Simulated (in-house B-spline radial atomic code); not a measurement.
Whole-atom quantities along the 10-electron series, configuration [He] 2s2 2p6. Computed with a B-spline radial code for spherical atoms: non-relativistic Hartree-Fock, average of the configuration, point nuclei.

This level leaves out relativity, spin-orbit splitting included, which matters for heavy ions.

```
  ion   Z  E/Z² (Eh)  Σ<r²> (bohr²)  n(0)/Z³ (bohr⁻³)  Lamb diamagnetic shielding (ppm)  repulsion over attraction
   Ne  10    -1.2855         9.3718           0.61992                            552.28                    0.17368
 Mg2+  12    -1.3808         4.7185            0.6315                            695.16                    0.15383
 Al3+  13    -1.4201         3.6353           0.63645                            766.39                    0.14482
 Si4+  14     -1.455         2.8943            0.6409                            837.56                    0.13659
  P5+  15    -1.4861         2.3626           0.64491                            908.68                    0.12911
  S6+  16    -1.5139          1.967           0.64854                            979.78                    0.12232
 Cl7+  17     -1.539         1.6641           0.65183                           1050.86                    0.11616
 Ar8+  18    -1.5616         1.4269           0.65483                           1121.92                    0.11054
  K9+  19    -1.5822         1.2375           0.65757                           1192.98                    0.10541
Ca10+  20          ?              ?                 ?                                 ?                          ?
Sc11+  21    -1.6181        0.95704           0.66239                           1335.06                   0.096407
Ti12+  22    -1.6339        0.85151           0.66452                           1406.09                   0.092439
 V13+  23    -1.6484        0.76261           0.66649                           1477.12                   0.088775
Cr14+  24    -1.6619        0.68701           0.66832                           1548.14                   0.085383
Mn15+  25          ?              ?                 ?                                 ?                          ?
Fe16+  26    -1.6859        0.56612           0.67161                           1690.18                   0.079307
Co17+  27          ?              ?                 ?                                 ?                          ?
Ni18+  28    -1.7068        0.47464           0.67448                           1832.21                   0.074024
Cu19+  29    -1.7162        0.43703           0.67578                           1903.22                   0.071634
Zn20+  30    -1.7251        0.40373             0.677                           1974.24                   0.069391
Ga21+  31    -1.7334         0.3741           0.67816                           2045.25                   0.067283
Ge22+  32    -1.7412        0.34763           0.67924                           2116.26                   0.065298
As23+  33    -1.7486        0.32388           0.68027                           2187.27                   0.063426
Se24+  34    -1.7556        0.30249           0.68124                           2258.27                   0.061656
Br25+  35    -1.7622        0.28315           0.68216                           2329.28                   0.059982
```

Question: Fill in the row of Ca10+.

Answer: E/Z² (Eh): -1.601; Σ<r²> (bohr²): 1.0837; n(0)/Z³ (bohr⁻³): 0.66008; Lamb diamagnetic shielding (ppm): 1264.02; repulsion over attraction: 0.10072.

Question: Fill in the row of Mn15+.

Answer: E/Z² (Eh): -1.6743; Σ<r²> (bohr²): 0.62216; n(0)/Z³ (bohr⁻³): 0.67002; Lamb diamagnetic shielding (ppm): 1619.16; repulsion over attraction: 0.082235.

Question: Fill in the row of Co17+.

Answer: E/Z² (Eh): -1.6967; Σ<r²> (bohr²): 0.51735; n(0)/Z³ (bohr⁻³): 0.67309; Lamb diamagnetic shielding (ppm): 1761.2; repulsion over attraction: 0.076576.

Question: With what power of Z does the column «Σ<r²> (bohr²)» change over this range?

Answer: A fit of the logarithm of its size against log Z from Z = 10 to 35 has slope -2.66. Unscreened non-relativistic hydrogenic orbitals would give -2.
